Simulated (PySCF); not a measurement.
Isomers of C9H12O2, mass 152.084 u with the commonest isotopes. Method used: PySCF 2.14.0, PBE0-D3(BJ)/def2-SVP geometry optimisation, gas phase. One conformer each, none proved a minimum here; rigid rotors.

Problem. Order these by rotational constant B, largest first.
A. `[CH3:1][CH2:2][O:3][c:4]1[cH:5][cH:6][c:7]([O:8][CH3:9])[cH:10][cH:11]1` with C1–C2–O3–C4 78°, C2–O3–C4–C5 -176°, C6–C7–O8–C9 1° (p-ethoxyanisole)
B. `[CH3:1][CH2:2][O:3][c:4]1[cH:5][cH:6][cH:7][cH:8][c:9]1[O:10][CH3:11]` with C1–C2–O3–C4 80°, C2–O3–C4–C5 2°, C8–C9–O10–C11 -1° (1-ethoxy-2-methoxybenzene)
C. `[CH3:1][CH2:2][c:3]1[cH:4][cH:5][c:6]([OH:7])[c:8]([O:9][CH3:10])[cH:11]1` with C1–C2–C3–C4 90°, C5–C6–O7–H 180°, C6–C8–O9–C10 180° (ethylguaiacol)

Solution. B (905.1 MHz), C (794.6 MHz), A (525.5 MHz).

Problem. Order these by out-of-plane moment Σ m c² = (Ia + Ib − Ic)/2, smallest first.
A. `[CH3:1][CH2:2][O:3][c:4]1[cH:5][cH:6][cH:7][cH:8][c:9]1[O:10][CH3:11]` with C1–C2–O3–C4 80°, C2–O3–C4–C5 2°, C8–C9–O10–C11 -1° (1-ethoxy-2-methoxybenzene)
B. `[CH3:1][CH2:2][c:3]1[cH:4][cH:5][c:6]([OH:7])[c:8]([O:9][CH3:10])[cH:11]1` with C1–C2–C3–C4 90°, C5–C6–O7–H 180°, C6–C8–O9–C10 180° (ethylguaiacol)
C. `[CH3:1][CH2:2][O:3][c:4]1[cH:5][cH:6][c:7]([O:8][CH3:9])[cH:10][cH:11]1` with C1–C2–O3–C4 78°, C2–O3–C4–C5 -176°, C6–C7–O8–C9 1° (p-ethoxyanisole)

Solution. A (23.47 u·Å²), B (24.49 u·Å²), C (25.83 u·Å²).

Problem. Order these by rotational constant A, smallest first.
A. `[CH3:1][CH2:2][O:3][c:4]1[cH:5][cH:6][c:7]([O:8][CH3:9])[cH:10][cH:11]1` with C1–C2–O3–C4 78°, C2–O3–C4–C5 -176°, C6–C7–O8–C9 1°
B. `[CH3:1][CH2:2][c:3]1[cH:4][cH:5][c:6]([OH:7])[c:8]([O:9][CH3:10])[cH:11]1` with C1–C2–C3–C4 90°, C5–C6–O7–H 180°, C6–C8–O9–C10 180° (ethylguaiacol)
C. `[CH3:1][CH2:2][O:3][c:4]1[cH:5][cH:6][cH:7][cH:8][c:9]1[O:10][CH3:11]` with C1–C2–O3–C4 80°, C2–O3–C4–C5 2°, C8–C9–O10–C11 -1° (1-ethoxy-2-methoxybenzene)

Solution. C (1516 MHz), B (1671 MHz), A (3478 MHz).

```
           SMILES  point group  Ia (u·Å²)  Ib (u·Å²)  Ic (u·Å²)      κ  μa (D)  μb (D)  μc (D)
    CCOc1ccccc1OC           C1     333.31     558.36     844.72  -0.33    0.16    0.06    0.19
  CCOc1ccc(OC)cc1           C1     145.31     961.70    1055.34  -0.97    0.14    0.06    0.24
CCc1ccc(O)c(OC)c1           C1     302.48     636.04     889.54  -0.59    0.01    2.78    0.11
```
